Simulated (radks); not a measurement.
The numbers below are computed, except where a source is named.
Ionisation of neutral potassium, [Ar] 4s1, to K+, [Ar], under several functionals. Non-relativistic Kohn-Sham, spin-unpolarised, spherical densities, point nucleus; a radial shooting solver on a logarithmic mesh with Libxc functionals. The NIST Atomic Spectra Database gives 4.341 eV (measured). Rank these functionals by the error of their Delta-SCF ionisation energy: r2SCAN; LDA (Slater exchange, Perdew-Zunger correlation); exchange-only PBE; SCAN; TPSS; exchange-only B88.

Answer. From best to worst: LDA (Slater exchange, Perdew-Zunger correlation) 4.387 eV (+0.047); TPSS 4.117 eV (-0.223); exchange-only PBE 4.040 eV (-0.301); SCAN 4.008 eV (-0.333); r2SCAN 3.965 eV (-0.376); exchange-only B88 3.874 eV (-0.467). Spin polarisation and multiplet splitting are left out, so open shells lie too high by an amount that depends on their filling.

Beside tabulated values, note that spin-unpolarised runs miss the spin-polarisation part of the exchange energy of open shells.
